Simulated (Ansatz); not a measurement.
BCl2(NH2) (BNCl₂H₂), relaxed as a singlet with RKS PBE-D4/def2-TZVP in Ansatz, starting from the GFN2-xTB geometry. Force threshold 0.02 eV/Å.

Start:

Cartesian coordinates in Å:
```
B 0.448 -0.326 -0.201
Cl 1.759 0.442 -1.037
Cl 0.451 -2.041 0.049
N -0.607 0.438 0.271
H -1.392 0.050 0.767
H -0.658 1.436 0.152
```

Task: Estimate the energy that the relaxation releases and the steps that it takes.

Result: 4.0 kJ/mol, in 4 steps; 2.5 s on 4 threads of Arm Neoverse V2 on a shared host. No frequencies were taken in this run, so the end may be a saddle point.

Task: Does the start keep its bonding and symmetry?

Result: By distances, no bond broke or formed. The bond that changes most is B1–Cl3, from 1.73 to 1.77 Å (atoms count from 1). Point group C2v at the start, C2v at the end, both within 0.05 Å.

Task: Predict the relaxed structure.

Result: 
```xyz
6

B     0.442   -0.320   -0.198
Cl    1.787    0.450   -1.056
Cl    0.455   -2.073    0.052
N    -0.619    0.448    0.277
H    -1.405    0.041    0.772
H    -0.660    1.454    0.153
```
Bond lengths: 2 × B–Cl 1.77 Å; 1 × B–N 1.39 Å; 2 × H–N 1.01 Å.
